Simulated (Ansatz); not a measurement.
The same ligand exchange along the group F, Cl, Br.

Computed with Ansatz on PBE0-D4/def2-TZVP structures; ΔE is electronic, products minus reactants. CBS: MP2 limit from def2 TZ/QZ plus the TZ coupled-cluster correction, frozen cores. For Br, Ga, Ge outer-core shells are correlated without core-valence functions, which leaves a few kJ/mol of doubt a bond. Scalar relativity is left out up to krypton. One conformer a species, not always the lowest.

```csv
reaction,MP2/CBS(def2) (kcal/mol),CCSD(T)/CBS(def2) (kcal/mol)
`[OH][Ga]([F])[O][SiH3]` + `[NH2][GeH2][OH]` → `[OH][GeH2][NH][SiH3]` + `[OH][Ga]([OH])[F]`,8.0,8.3
`[OH][Ga]([Cl])[O][SiH3]` + `[NH2][GeH2][OH]` → `[OH][GeH2][NH][SiH3]` + `[OH][Ga]([OH])[Cl]`,8.1,8.3
`[OH][Ga]([Br])[O][SiH3]` + `[NH2][GeH2][OH]` → `[OH][GeH2][NH][SiH3]` + `[OH][Ga]([OH])[Br]`,8.2,8.4
```

Largest T1 diagnostic: 0.014, for `[OH][Ga]([OH])[F]`.
